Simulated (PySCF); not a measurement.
Which determinant of TaSe lies lowest?

Unrestricted PBE0; PySCF, scalar-relativistic core potentials, basis sets Ta def2-TZVPP with ECP60, Se def2-TZVPP. Outer shells of the fragments: Ta 5d3 6s2; Se 3d10 4s2 4p4.

Followed along the bond (rough minima from three points):

| 2Ms+1 | unpaired | ⟨S²⟩ at the start | R at minimum (Å) | Te (eV) |
| --- | --- | --- | --- | --- |
| 4 | σ ↑, δ ↑↑ | 3.89 | 2.28 | 0.00 |
| 2 | δ ↑ | 0.88 | 2.24 | 0.21 |
| 4 | σ ↑, π ↑, δ ↑ | 3.87 | 2.31 | 0.65 |
| 4 | σ ↑, π ↑, δ ↑ | 3.88 | 2.31 | 0.66 |
| 2 | σ ↑, δ ↑↓ | 1.76 | 2.27 | 0.90 |
| 4 | σ ↑↑, δ ↑ | 3.94 | 2.32 | 1.30 |

Solutions found at the starting distance of 2.475 Å, counted from the lowest of them; the search is not exhaustive and high or unbound solutions are not listed, so other states can lie among these:

```json
{"2Ms+1": "4", "unpaired": "σ ↑, δ ↑↑", "term": "⁴Σ⁻", "E (eV)": "0.00", "⟨S²⟩": "3.89", "⟨Lz²⟩": "0.00", "μ (D)": "-5.47"}
{"2Ms+1": "2", "unpaired": "δ ↑", "term": "²Δ", "E (eV)": "0.37", "⟨S²⟩": "0.88", "⟨Lz²⟩": "4.01", "μ (D)": "-3.58"}
{"2Ms+1": "4", "unpaired": "σ ↑, π ↑, δ ↑", "term": "mixed", "E (eV)": "0.54", "⟨S²⟩": "3.87", "⟨Lz²⟩": "4.97", "μ (D)": "-5.13"}
{"2Ms+1": "4", "unpaired": "σ ↑, π ↑, δ ↑", "term": "mixed", "E (eV)": "0.55", "⟨S²⟩": "3.88", "⟨Lz²⟩": "4.99", "μ (D)": "-5.05"}
{"2Ms+1": "2", "unpaired": "σ ↑, δ ↑↓", "term": "mixed", "E (eV)": "0.93", "⟨S²⟩": "1.76", "⟨Lz²⟩": "8.01", "μ (D)": "-5.16"}
{"2Ms+1": "4", "unpaired": "σ ↑↑, δ ↑", "term": "⁴Δ", "E (eV)": "1.14", "⟨S²⟩": "3.94", "⟨Lz²⟩": "4.00", "μ (D)": "-2.29"}
{"2Ms+1": "2", "unpaired": "σ ↑, π ↓, δ ↑", "term": "mixed", "E (eV)": "1.19", "⟨S²⟩": "1.77", "⟨Lz²⟩": "5.03", "μ (D)": "-5.33"}
{"2Ms+1": "2", "unpaired": "σ ↓, δ ↑↑", "term": "mixed", "E (eV)": "1.28", "⟨S²⟩": "1.83", "⟨Lz²⟩": "0.00", "μ (D)": "-4.00"}
{"2Ms+1": "2", "unpaired": "σ ↓, π ↑, δ ↑", "term": "mixed", "E (eV)": "1.48", "⟨S²⟩": "1.77", "⟨Lz²⟩": "5.01", "μ (D)": "-5.03"}
{"2Ms+1": "2", "unpaired": "σ ↑", "term": "mixed", "E (eV)": "1.53", "⟨S²⟩": "0.76", "⟨Lz²⟩": "8.00", "μ (D)": "-5.08"}
```

A term symbol is given only where ⟨S²⟩ and ⟨Lz²⟩ are close to those of a pure state; real π, δ and φ orbitals otherwise mix terms. A positive dipole means Ta(−)Se(+).

**Question.** Compare the gap between the two lowest followed solutions at the starting distance with the gap between their minima.

**Answer.** At PBE0 the second solution (doublet, unpaired electrons δ ↑) lies +0.37 eV from the first (quartet, unpaired electrons σ ↑, δ ↑↑) at 2.475 Å and +0.21 eV at the minima; the two curves relax by different amounts, since their minima lie near 2.24 and 2.28 Å.

Spin–orbit coupling is left out. With d or f electrons several states lie close, and the lowest PBE0 determinant need not be the measured ground state.
